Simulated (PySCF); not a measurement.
# Spinor energies of Pb⁵²⁺ (lead, charge +52)

Start: [Ar] 3d10 4s2. Calculated with PySCF 2.14 in an even-tempered Gaussian basis (16 s from 8 bohr⁻², ratio 2.8; 13 p from 10 bohr⁻², ratio 2.8; 8 d from 18 bohr⁻², ratio 2.8; 4 f from 42 bohr⁻², ratio 3): generalised Hartree-Fock with the X2C-1e Hamiltonian and a Gaussian nucleus; one run each with spin-orbit coupling (SO) switched off, then screened by Boettger's factors.

```
spinor shell  electrons  ε, spin-free (eV)  ε, screened SO (eV)  weight of nominal j (screened SO)  rms radius, screened SO (bohr)
       1s1/2          2           -91430.6             -91394.5                              1.000                          0.0181
       2s1/2          2           -18854.3             -18843.6                              1.000                          0.0729
       2p1/2          2           -16603.4             -18196.7                              1.000                          0.0616
       2p3/2          4           -16603.4             -15992.6                              1.000                          0.0698
       3s1/2          2            -6615.8              -6612.9                              1.000                           0.184
       3p1/2          2            -5954.1              -6329.4                              1.000                           0.175
       3p3/2          4            -5954.1              -5807.7                              1.000                           0.190
       3d3/2          4            -5300.2              -5366.5                              1.000                           0.165
       3d5/2          6            -5300.2              -5255.0                              1.000                           0.169
       4s1/2          2            -3191.8              -3191.2                              1.000                           0.380
```

```csv
quantity,spin-free,screened SO
E (hartree),-18803.52965,-18839.87575
M_J,0,0
⟨J²⟩,0.000,0.000
⟨L²⟩,0.000,0.099
⟨S²⟩,0.000,0.099
```

Breit and QED terms are absent; they matter most for the inner s and p1/2 levels.

Densities and radii are taken from the X2C orbitals without a picture-change correction, which distorts them close to the nucleus.

Without spin-orbit coupling the j labels of p, d and f shells carry no meaning; the spin-free column gives the mean over the occupied spinors of each nl shell.
